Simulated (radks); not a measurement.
Results of a calculation; reference values are marked as such.
Task: Species: Mg7+. Configuration: [He] 2s2 2p1 (the NIST ground configuration). Level of theory: scalar-relativistic Kohn-Sham, PW91, spin-polarised, spherical densities, point nucleus; open shells are filled with parallel spins first (a radial shooting solver on a logarithmic mesh with Libxc functionals). Some entries of the table are withheld. Estimate them.

orbital  occ.  eigenvalue (Ry)  <1/r> (bohr^-1)  r(max) (bohr)
1s up       1        -111.3191            11.66        0.08500
1s down     1        -111.1471            11.67        0.08494
2s up       1        -19.98623            2.511         0.4959
2s down     1        -19.62100            2.487         0.4983
2p up       1        -18.09307            2.435         0.4084
2p down     0        -17.67908            2.417         0.4115
3s up       0              (1)            1.004          1.371
3s down     0              (2)           0.9979          1.375
3p up       0         -6.91142              (3)          1.346
3p down     0         -6.80610              (4)          1.352
3d up       0         -6.35992           0.9244            (5)
3d down     0         -6.24550           0.9102            (6)

Result: 
(1) 3s up eigenvalue (Ry): -7.46157
(2) 3s down eigenvalue (Ry): -7.36033
(3) 3p up <1/r> (bohr^-1): 0.9726
(4) 3p down <1/r> (bohr^-1): 0.9671
(5) 3d up r(max) (bohr): 1.094
(6) 3d down r(max) (bohr): 1.116
